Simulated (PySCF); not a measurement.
A structure optimised at B3LYP-D3(BJ)/def2-SVP, used in a PySCF frequency run:

```xyz
11

Ga     0.4867     0.2482     0.7687
C     -0.9170    -0.9947     0.0374
C     -1.0769    -0.1135    -1.1509
C     -0.2067    -0.0134    -2.1809
H     -1.8320    -1.1035     0.6309
H     -0.4713    -1.9721    -0.1914
H     -1.9101     0.6008    -1.1179
H      0.6463    -0.6930    -2.2784
H     -0.3511     0.7228    -2.9748
H      1.9786    -0.1407     0.4705
H      0.0555     1.6216     1.3969
```

Write its SMILES and formula.

C=C[CH2][GaH2], C₃H₇Ga

What are its rotational constants (standard atomic weights)?

9.7244, 2.9782, 2.5626 GHz
